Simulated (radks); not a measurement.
Spherical quantum dot in the effective-mass picture: electrons in a well V = -V0 / (1 + exp((r - R)/a)) with V0 = 24.5, R = 2.13, a = 0.14, all in effective atomic units (hartree* = m*/eps^2 hartree, bohr* = eps/m* bohr), one dielectric constant everywhere. Calculated with a radial shooting solver with Libxc functionals: non-relativistic Kohn-Sham, PBEsol, spin-polarised, spherical densities. Levels are named by radial order and angular momentum (1s, 1p, 1d, 2s, ...), and open shells are averaged over m. Results are scaled to m* = 0.252 and eps = 12, for which hartree* = 47.62 meV and bohr* = 2.52 nm.

N = 25, configuration 1s2 1p6 1d10 1f(up 7, down 0). This is the lowest configuration that the search found. Occupied and some empty levels:

| level | occupation | eigenvalue (meV) | <r> (nm) |
|---|---|---|---|
| 1s up | 1 | -374.77 | 3.345 |
| 1s down | 1 | -369.13 | 3.310 |
| 1p up | 3 | -341.03 | 3.613 |
| 1p down | 3 | -334.51 | 3.596 |
| 1d up | 5 | -288.73 | 3.815 |
| 1d down | 5 | -281.66 | 3.806 |
| 1f up | 7 | -220.96 | 3.980 |
| 2s up | 0 | -216.18 | 2.643 |
| 1f down | 0 | -213.53 | 3.975 |
| 2s down | 0 | -213.44 | 2.652 |
| 1g up | 0 | -139.53 | 4.121 |
| 1g down | 0 | -131.91 | 4.120 |
| 2p up | 0 | -128.43 | 3.076 |
| 2p down | 0 | -124.82 | 3.075 |
| 2d up | 0 | -30.076 | 3.396 |
| 2d down | 0 | -25.735 | 3.394 |

Energy (meV): total -15981.8, kinetic 3454.6, external -27618, Hartree 9093.0, exchange-correlation -911.19.

Electron density:

| r (nm) | n(r) (e/nm^3) |
|---|---|
| 0.154 | 0.005147 |
| 0.542 | 0.006013 |
| 0.929 | 0.008146 |
| 1.32 | 0.01215 |
| 1.70 | 0.01882 |
| 2.09 | 0.02881 |
| 2.48 | 0.04194 |
| 2.87 | 0.05639 |
| 3.25 | 0.06813 |
| 3.64 | 0.07142 |
| 4.03 | 0.06200 |
| 4.41 | 0.04194 |
| 4.80 | 0.02034 |
| 5.19 | 0.006718 |
| 5.58 | 0.001578 |
| 5.96 | 0.0002928 |
| 6.35 | 0.00004938 |
| 6.74 | 8.203e-06 |
| 7.13 | 1.400e-06 |
| 7.51 | 2.438e-07 |
